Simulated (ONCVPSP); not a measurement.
## Which change was made? (Mo, ONCV)

* Element: Mo
* Generator: ONCVPSP 4.0.1
* Type: optimised norm-conserving Vanderbilt (ONCV)
* Functional: PBE
* Relativity: fully relativistic
* Frozen core: [Ar] 3d10
* Valence charge: 14
* Reference configuration: 4s2 4p6 4d5 5s0.75 (charge +0.25)
* Partial waves: 4s+5s: rc 2.10 bohr, ncon 3, nbas 7, qcut 6.1 1/bohr, 3 projectors, debl 3.2 Ha; 4p: rc 1.15 bohr, ncon 4, nbas 8, qcut 5.8 1/bohr, 2 projectors, debl 2.1 Ha; 4d: rc 2.15 bohr, ncon 4, nbas 9, qcut 8.1 1/bohr, 3 projectors, debl 0.8 Ha
* Local potential: polynomial inside 0.70 bohr (lpopt 4, dvloc0 0 Ha)
* Core correction: Teter function fitted to the true core (icmod 2), fcfact 0.5

Open shells are filled in proportion to 2j + 1.

Cutoffs, loose and tight: the cutoffs (Ha) at which the residual kinetic energy of the hardest occupied pseudo-wave falls to 1 and 0.1 mHa per electron. They do not see the model core or the augmentation charge, which bear on the density cutoff. Test errors are all-electron minus pseudo excitation energies from the reference, over the configurations 4s2 4p6 4d5 5s1; 4s2 4p6 4d5 5s0; 4s2 4p6 4d4 5s0; 4s2 4p6 4d2 5s0; variants that change the core or the reference have their own tests.

The base gives: outcome: generated; cutoff, loose: 126 Ha; cutoff, tight: 155 Ha; bound ghosts: none; GHOST(+) flags above zero: s, p3/2, d3/2; largest test error (meV): +40.

(1) After one change the result is: outcome: generated; cutoff, loose: 126 Ha; cutoff, tight: 155 Ha; bound ghosts: none; GHOST(+) flags above zero: s, p3/2; largest test error (meV): +144. Which change was it?
A. d: qcut 5.8
B. d: qcut 9.5
C. d: qcut 5
D. d: qcut 7.4
E. d: qcut 8.3

Results:

(1) A. The others give: d: qcut 9.5 → outcome: generated; cutoff, loose: 126 Ha; cutoff, tight: 155 Ha; bound ghosts: none; GHOST(+) flags above zero: s, p3/2; largest test error (meV): +23 | d: qcut 5 → outcome: generated; cutoff, loose: 126 Ha; cutoff, tight: 155 Ha; bound ghosts: none; GHOST(+) flags above zero: s, p3/2; largest test error (meV): +242 | d: qcut 8.3 → outcome: generated; cutoff, loose: 126 Ha; cutoff, tight: 155 Ha; bound ghosts: none; GHOST(+) flags above zero: s, p3/2, d5/2; largest test error (meV): -26 | d: qcut 7.4 → outcome: generated; cutoff, loose: 126 Ha; cutoff, tight: 155 Ha; bound ghosts: none; GHOST(+) flags above zero: s, p3/2, d5/2, d3/2; largest test error (meV): +54.
